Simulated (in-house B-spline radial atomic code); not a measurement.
PBE0 excitations of Si2+

Method: PBE0. Computed with an all-electron radial atomic-structure program (B-spline basis): linear response of the closed shell [Ne] 3s2 with the functional's adiabatic kernel; non-relativistic, point nucleus, no spin-orbit coupling, no double excitations, S, P, D and F terms only.

Command:
```bash
python run_td.py task.json out
```
Settings (radii: box in bohr, nucleus in fm):
```
Z                        14
electrons                12
configuration            [Ne] 3s2
hamiltonian              nr
method                   pbe0
box_radius               4.5
wall_radius              4.5
intervals                45
```

Cost of the run: 0.3 s on 1 thread of Arm Neoverse N1, on a shared host.

Confined states, up to the first strongly mixed one, which can leave gaps near the end. Labels give the largest channel, * marks a mixed state, and oscillator strengths are full-response dipole values. Semilocal kernels can invert the small singlet-triplet splittings of Rydberg terms. Energies in eV:

```csv
state,full response,Tamm-Dancoff,oscillator strength
3s → 3p 3P,6.050,6.383,-
3s → 3p 1P,10.722,11.178,1.54
3s → 3d 3D,17.858,17.956,-
3s → 3d 1D,19.841,19.851,-
3s → 4s 3S,29.253,29.269,-
3s → 4s 1S,30.78,30.82,-
3s → 4f 3F,34.58,34.62,-
3s → 4f 1F,35.13,35.15,-
3s → 4p 3P,35.18,35.19,-
3s → 4p 1P,35.73,35.79,0.252
3s → 4d 3D,?,?,-
3s → 4d 1D,43.14,43.16,-
3s → 5f 3F,66.84,66.87,-
3s → 5f 1F,67.56,67.57,-
3s → 5s 3S,70.74,70.76,-
3s → 5s 1S,71.16,71.19,-
3s → 5p 1P,76.37,76.39,0.112
3s → 5p 3P,?,?,-
3s → 5d 1D,80.33,80.35,-
3s → 5d 3D,80.44,80.46,-
2p → 3p 3S,98.43,98.47,-
2p → 3p 3D,99.01,99.02,-
```

Where does 3s → 4d 3D lie?

At 42.78 eV in full response, 42.80 eV in Tamm-Dancoff.

Where does 3s → 5p 3P lie?

At 76.40 eV in full response, 76.42 eV in Tamm-Dancoff.

How large is the singlet-triplet splitting of 3s → 3p (P terms) in Tamm-Dancoff?

4.79 eV, from the unrounded values.

What polarisabilities and dispersion coefficient does the method give?

Dipole 10.25 bohr³, quadrupole 24.96 bohr⁵, C6 32.67 hartree·bohr⁶ for two such species.
